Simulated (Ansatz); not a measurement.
`BO[SiH](C)F` + `COC(O)S` → `BO[SiH](O)F` + `COC(C)S`  (formal exchange of groups at the Si–C bond)

Gas-phase electronic energies from Ansatz, PBE0-D4/def2-TZVP geometries. CCSD(T)/CBS adds triple-zeta CCSD(T) − MP2 to the extrapolated MP2 energy (def2 sets, frozen cores). DFT in def2-TZVPP. One conformer a species, not always the lowest.

(1) Is it downhill or uphill in electronic energy at CCSD(T)/CBS, and by how much? (Estimate.)

(2) What do these levels give: PBE, MP2/def2-TZVPP, HF/def2-QZVPP, MP2/def2-QZVPP, HF/CBS(def2), CCSD/CBS(def2)? (An estimate is asked.)

Largest T1 diagnostic among the species: 0.013.

## Answers

(1) The calculation gave: Downhill: ΔE = -33.9 kcal/mol.

(2) Computed: PBE -29.3, MP2/def2-TZVPP -35.0, HF/def2-QZVPP -34.3, MP2/def2-QZVPP -35.5, HF/CBS(def2) -34.3, CCSD/CBS(def2) -34.2 kcal/mol.

From PBE to PBE0 (25 % exact exchange), in def2-TZVPP and without D4, ΔE moves by −1.3 kcal/mol.
